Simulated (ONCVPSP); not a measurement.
# iridium: one change to an ONCV potential, before and after

| Property | Result |
| --- | --- |
| Element | Ir |
| Generator | ONCVPSP 4.0.1 |
| Type | optimised norm-conserving Vanderbilt (ONCV) |
| Functional | PBE |
| Relativity | fully relativistic |
| Frozen core | [Kr] 4d10 |
| Valence charge | 31 |
| Reference configuration | 4f14 5s2 5p6 5d7 6s1.5 (charge +0.5) |
| Partial waves | 5s+6s: rc 1.80 bohr, ncon 4, nbas 7, qcut 5 1/bohr, 3 projectors, debl 1.8 Ha; 5p: rc 1.25 bohr, ncon 3, nbas 6, qcut 7.1 1/bohr, 2 projectors, debl 3.6 Ha; 5d: rc 1.75 bohr, ncon 3, nbas 8, qcut 8.5 1/bohr, 2 projectors, debl 1.4 Ha; 4f: rc 0.65 bohr, ncon 4, nbas 9, qcut 26.5 1/bohr, 1 projector |
| Local potential | polynomial inside 0.65 bohr (lpopt 5, dvloc0 0 Ha) |
| Core correction | Teter function, fcfact 4.25, rcfact 1.4 |

Open shells are filled in proportion to 2j + 1.

Change: all radii but the core radius scaled by about 1.09 (s 1.96, p 1.36, d 1.90, f 0.70 bohr); local potential polynomial inside 0.70 bohr (lpopt 5, dvloc0 0 Ha).

Cutoffs: the cutoffs (Ha) at which the residual kinetic energy of the hardest occupied pseudo-wave falls to 1 and 0.1 mHa per electron; they do not see the model core or the augmentation charge, which bear on the density cutoff. Errors are all-electron minus pseudo energies relative to the spin-unpolarised reference configuration.

Problem. Predict the effect on cutoff, ghosts and configuration errors.

Solution. The potential gets neither clearly harder nor softer (304 Ha and 330 Ha → 286 Ha and 313 Ha); both files keep a bound ghost (p, s); the lowest positive-energy flag moves from d5/2 at 181.3 eV to p1/2 at 58.2 eV; the errors of the 4 common tests hardly move.

| quantity | base | changed |
| --- | --- | --- |
| cutoff, loose | 304 Ha | 286 Ha |
| cutoff, tight | 330 Ha | 313 Ha |
| loose cutoff by channel | s 12 Ha, p 38 Ha, d 19 Ha, f 304 Ha | s 8.2 Ha, p 23 Ha, d 19 Ha, f 286 Ha |
| bound ghosts | s, p3/2, p1/2 | s, p3/2 |
| GHOST(+) flags under 300 eV | d5/2 at 181.3 eV, d3/2 at 217.8 eV | p1/2 at 58.2 eV, d3/2 at 256.8 eV |
| error for 4f14 5s2 5p6 5d7 6s2, meV [ΔE -4.04 eV] | -0.6 | -0.4 |
| error for 4f14 5s2 5p6 5d7 6s1, meV [ΔE 5.85 eV] | -0.7 | -0.7 |
| error for 4f14 5s2 5p6 5d7 6s0, meV [ΔE 23.32 eV] | -9.1 | -9.3 |
| error for 4f14 5s2 5p6 5d7.5 6s1.5, meV [ΔE -4.33 eV] | -0.4 | -0.4 |
| rms error of d²Exc/dni dnj with the model core, mHa | 4.31 | 4.34 |

 A true bound ghost makes a file unfit for plane-wave use even where its test errors are small: the radial tests pick states by their node count and pass the ghost by.
